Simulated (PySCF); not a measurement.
**Spectroscopy problems**

Method: PBE0/pcSseg-1 with gauge-including orbitals, structure optimised with GFN2-xTB, in PySCF 2.14.0 with density-fitted response routines (equivalent nuclei averaged, non-relativistic, no solvent, one conformer).

Referencing at the same level of theory: TMS for 1H (31.72 ppm), 13C (186.93 ppm). Splittings of carbon signals by F and P are missing where no couplings were computed. Where no couplings were computed, multiplicities follow the n + 1 count of equivalent neighbours, and m marks all less simple cases (inequivalent or close neighbours, rings, F or P nearby). Shifts are as computed. Against solution values, carbons near 30 ppm lie about +3 ppm off and those near 130 ppm about +5 ppm. Of 1309 compounds with measured shifts, 239 miss one by over three times the rms of a fit or turn the order of signals round; such compounds aren't used in these exercises.

(1) C5H4F4O2. 1H NMR (400 MHz, computed): δ 5.58 (m, 1H), 5.46 (m, 1H), 5.19 (m, 1H), 5.03 (m, 1H). 13C{1H} NMR (computed): δ 199.3 (C), 125.2 (C), 93.1 (CH), 92.9 (CH), 80.1 (CH2). Give a structure.

(2) C5H4F4O2. 1H NMR (600 MHz, computed): δ 7.01 (m, 1H), 6.21 (m, 1H), 4.71 (m, 1H), 4.58 (m, 1H). 13C{1H} NMR (computed): δ 154.3, 131.4, 121.0, 95.5, 75.6. What is it?

Answers

(1) SMILES O=C([C@@H]1OC[C@H]1F)C(F)(F)F. Rings plus π bonds: 2 (1 ring in the answer). 5 carbon signals for 5 carbons: no two carbons are equivalent. Carbon types of the structure: 2 × C, 2 × CH, 1 × CH2, which accounts for all hydrogens. δC 199.3: ketone carbonyl carbon; low-lying n→π* states of the double bond to the heteroatom give a large paramagnetic term (-264 ppm). δC 93.1: sp3 CH bonded to F; the inductive effect lowers its shielding. δC 92.9: sp3 CH bonded to O, α to a carbonyl; deshielded by the electronegative neighbour. δC 80.1: sp3 CH2 bonded to O; pulled downfield by the heteroatom.

The shifts were computed for this structure.

(2) `C1(OC(F)F)=C(F)[C@H](F)CO1`. The formula gives 2 degrees of unsaturation (1 ring in the answer). 5 carbon signals for 5 carbons: no two carbons are equivalent. Carbon types of the structure: 2 × C, 2 × CH, 1 × CH2, which accounts for all hydrogens. δC 154.3: alkene carbon bearing oxygen; an sp2 carbon further deshielded by the attached heteroatom. δC 121.0: sp3 CH bonded to 2 F and O; 3 electronegative neighbours deshield it. δC 95.5: allylic sp3 CH bonded to F; the inductive effect lowers its shielding. δC 75.6: sp3 CH2 bonded to O; the inductive effect lowers its shielding.

The shifts were computed for this structure.
